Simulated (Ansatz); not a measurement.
C$_{7}$H$_{9}$F$_{9}$O$_{3}$Sn, SMILES `[CH3][Sn]([O]CC(F)(F)F)([O]CC(F)(F)F)[O]CC(F)(F)F` from Hartree–Fock to CCSD(T)

```xyz
29

C     2.379    0.927   -1.423
Sn    0.806    0.072   -0.320
O    -0.933    0.989   -0.394
C    -1.343    1.899    0.573
C    -0.549    3.185    0.499
F    -0.899    4.028    1.469
F     0.774    2.931    0.640
F    -0.693    3.814   -0.668
O     0.338   -1.773   -0.818
C    -0.816   -2.061   -1.536
C    -0.644   -1.717   -3.001
F    -0.293   -0.420   -3.145
F    -1.778   -1.905   -3.679
F     0.311   -2.440   -3.589
O     1.295   -0.161    1.570
C     0.961   -1.289    2.310
C    -0.435   -1.196    2.889
F    -1.366   -1.122    1.919
F    -0.711   -2.275    3.628
F    -0.596   -0.118    3.662
H     1.949    1.557   -2.200
H     2.992    1.522   -0.749
H     2.966    0.126   -1.870
H    -2.393    2.155    0.401
H    -1.247    1.525    1.599
H    -1.699   -1.518   -1.180
H    -1.023   -3.135   -1.476
H     0.997   -2.222    1.734
H     1.650   -1.379    3.157
```

The species carries charge 0 and has multiplicity 1. Correlated methods include outer-core shells of Sn, which these sets cover unevenly. Sn: def2 effective core potential. The structure was optimised at the PBE0-D4/def2-TZVP level. It is one conformer, not always the lowest. Frozen core, restricted reference, Ansatz.

```csv
basis,HF (Eh),MP2 corr.,CCSD corr.,(T),CCSD(T) total
def2-SVP,-1602.17845,-3.24428,-3.33235,?,?
def2-TZVPP,?,?,–,–,–
def2-QZVPP,-1603.96224,?,–,–,–
```

Task: Fill in the withheld values. (Estimate.)

Result: Ansatz gave: def2-SVP (T): -0.07892; def2-SVP CCSD(T) total: -1605.58972; def2-TZVPP HF (Eh): -1603.89884; def2-TZVPP MP2 corr.: -4.39886; def2-QZVPP MP2 corr.: -4.96376.
